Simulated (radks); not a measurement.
Values are calculated unless marked as measured or tabulated.
The nuclear charge of neutral sulfur is varied continuously with 16 electrons held in [Ne] 3s2 3p4. Level of theory: scalar-relativistic Kohn-Sham, PBEsol, spin-polarised, spherical densities, point nucleus; open shells are filled with parallel spins first (a radial shooting solver on a logarithmic mesh with Libxc functionals). By the Hellmann-Feynman theorem dE/dZ = E(electron-nucleus)/Z, the electronic potential at the nucleus. The scalar-relativistic energy here is not variational (the density holds large components alone), so the two differ by a part that grows with Z.

| Z | E (hartree) | E(electron-nucleus)/Z (hartree) | HOMO | e(HOMO) (eV) | <r> HOMO (bohr) |
|---|---|---|---|---|---|
| 15.8 | -386.64504 | -58.4609 | 3p | -3.996 | 2.230 |
| 15.9 | -392.51671 | -58.9411 | 3p | -4.959 | 2.170 |
| 16 | -398.43642 | -59.4209 | 3p | -5.965 | 2.116 |
| 16.1 | -404.40413 | -59.9004 | 3p | -7.011 | 2.065 |
| 16.2 | -410.41982 | -60.3796 | 3p | -8.098 | 2.018 |
| 16.3 | -416.48347 | -60.8587 | 3p | -9.224 | 1.974 |
| 16.4 | -422.59504 | -61.3375 | 3p | -10.389 | 1.933 |
| 16.5 | -428.75453 | -61.8161 | 3p | -11.592 | 1.893 |
| 16.6 | -434.96191 | -62.2945 | 3p | -12.832 | 1.856 |
| 16.7 | -441.21718 | -62.7728 | 3p | -14.110 | 1.821 |
| 16.8 | -447.52031 | -63.2510 | 3p | -15.424 | 1.788 |
| 16.9 | -453.87130 | -63.7291 | 3p | -16.775 | 1.756 |
| 17 | -460.27014 | -64.2071 | 3p | -18.161 | 1.725 |

The central difference of E at Z = 16 is -59.437 hartree, to compare with the third column; the second derivative is -4.8 hartree.
